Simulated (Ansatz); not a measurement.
Molecule: tetrafluorogermane, GeF4, net charge 0, singlet state. 
Geometry from a B3LYP-D3(BJ)/def2-TZVP (Ansatz, a program for electronic structure) optimisation:
SMILES: [F][Ge]([F])([F])[F]
```xyz
5

F      1.3242     0.6104    -0.8770
Ge     0.0000     0.0000     0.0000
F      0.5576    -1.0805     1.1903
F     -1.0535    -0.8160    -1.0581
F     -0.8283     1.2862     0.7448
```
Charge 0, spin multiplicity 1.

Total electronic energies in hartree. Valence correlation only, unless marked. Spin-orbit coupling is left out. Frozen are the shells of the preceding noble gas and the d and f shells that filled before the atom's block. Non-relativistic. CBS marks a two-point X^-3 extrapolation of the correlation energy; Hartree-Fock from the larger set (for Q and 5 zeta extrapolated as (X+1)exp(-9√X)).

| level | program | energy (Eh) |
|---|---|---|
| HF/cc-pV5Z | Ansatz | -2473.53241 |
| revPBE-D4/def2-TZVPD | Ansatz + dftd4 | -2476.42227 |
| r2SCAN/def2-TZVPD | Ansatz | -2476.55064 |
| r2SCANh-D4/def2-TZVPD | Ansatz + dftd4 | -2476.51981 |
| CAM-B3LYP-D4/def2-TZVPD | Ansatz + dftd4 | -2476.75811 |
| MP2/STO-3G | Ansatz | -2444.04572 |
| MP2/aug-cc-pVTZ | Ansatz | -2474.64383 |
| CCSD(T)/CBS(cc-pVTZ,cc-pVQZ) | Ansatz | -2474.8516 |
| CCSD(T)/CBS(cc-pVQZ,cc-pV5Z) | Ansatz | -2474.8672 |

Totals of different functionals don't rank their quality; only differences between species are comparable.
